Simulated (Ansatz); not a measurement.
`O/C=[CH]\[AlH2]` and `O/C=C\Cl` differ in one atom or group.

Ansatz, PBE0-D4/def2-TZVP geometries, multiplicity 1. Each molecule was computed in one conformer, which needn't be the lowest.

| property | `O/C=[CH]\[AlH2]` |
| --- | --- |
| zero-point energy (PBE0-D4/def2-TZVP) / kJ/mol | 160.3 |
| ideal-gas entropy at 298 K and 1 bar (rigid rotor, harmonic PBE0-D4/def2-TZVP) / J/(mol·K) | 306 |
| HOMO energy (PBE/def2-TZVPP) / eV | -5.96 |
| HOMO–LUMO gap (PBE/def2-TZVPP) / eV | 3.52 |
| HOMO–LUMO gap (B3LYP/def2-TZVPP) / eV | 4.98 |
| LUMO energy (B3LYP/def2-TZVPP) / eV | -1.87 |

(1) What does the change do to each property? (An estimate is asked.)

Results:

(1) Ansatz gave: 
```
                                                                                  property  `O/C=C\Cl`  shift
                                            zero-point energy (PBE0-D4/def2-TZVP) / kJ/mol       127.5  -32.8
ideal-gas entropy at 298 K and 1 bar (rigid rotor, harmonic PBE0-D4/def2-TZVP) / J/(mol·K)         286    -20
                                                         HOMO energy (PBE/def2-TZVPP) / eV       -5.58   0.38
                                                       HOMO–LUMO gap (PBE/def2-TZVPP) / eV        5.02   1.50
                                                     HOMO–LUMO gap (B3LYP/def2-TZVPP) / eV        6.77   1.79
                                                       LUMO energy (B3LYP/def2-TZVPP) / eV        0.18   2.05
```

With PBE0 the HOMO rises by 0.28 eV and the LUMO rises by 2.10 eV, so the gap widens by about 1.82 eV. PBE moves the HOMO by 0.38 eV and ωB97M-V by 0.27 eV. The zero-point energy changes by -32.8 kJ/mol with -6 modes.

B3LYP here is the variant with VWN-RPA as its local correlation; programs differ in this.
